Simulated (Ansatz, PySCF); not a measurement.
Reaction (SMILES): ClCCl [dichloromethane] -> Cl[CH-]Cl + H+
Structures are relaxed separately at B3LYP-D3(BJ)/def2-TZVP in Ansatz (an electronic-structure program).

Quantity: gas-phase deprotonation energy (electronic energy difference), in kcal/mol. Correlated levels leave the core frozen unless marked. No spin-orbit coupling. No relativistic terms. Anions need diffuse functions: aug- sets have them; def2-D sets add few; the other sets have none. Basis-set limits of correlation are two-point, X^-3; Hartree-Fock from the larger set. [CCSD(T)-MP2]/basis is that difference in the basis named.

| level | program | gas-phase deprotonation energy (kcal/mol) | minus last row |
|---|---|---|---|
| HF/cc-pwCVTZ | Ansatz | 392.2 | 7.4 |
| BLYP-D3(BJ)/def2-TZVPD | Ansatz + dftd3 | 379.4 | -5.4 |
| BLYP-D4/def2-TZVPD | Ansatz + dftd4 | 378.5 | -6.3 |
| revPBE-D3(BJ)/def2-TZVPD | Ansatz + dftd3 | 383.6 | -1.2 |
| M06-L-D4/def2-TZVPD | PySCF + dftd4 | 386.1 | 1.3 |
| B3LYP/def2-TZVPD | Ansatz | 383.1 | -1.7 |
| PBE0/def2-SVP | Ansatz | 397.4 | 12.6 |
| wB97M-V/def2-TZVPD | Ansatz | 382.0 | -2.8 |
| B2PLYP/def2-TZVPD | Ansatz | 383.7 | -1.1 |
| RPA@PBE/cc-pV(T+d)Z | Ansatz | 393.6 | 8.8 |
| MP2/aug-cc-pV(D+d)Z | Ansatz | 382.8 | -2.0 |
| CCSD/cc-pwCVTZ | Ansatz | 392.6 | 7.8 |
| CCSD(T)/cc-pVTZ | Ansatz | 390.8 | 6.0 |
| RI-MP2/CBS(aug-cc-pV(T+d)Z,aug-cc-pV(Q+d)Z)+[CCSD(T)-MP2]/aug-cc-pV(D+d)Z | Ansatz | 384.8 | 0.0 |
| RI-MP2/CBS(aug-cc-pV(T+d)Z,aug-cc-pV(Q+d)Z)+[CCSD(T)-MP2]/aug-cc-pV(T+d)Z | Ansatz | 384.8 | 0.0 |
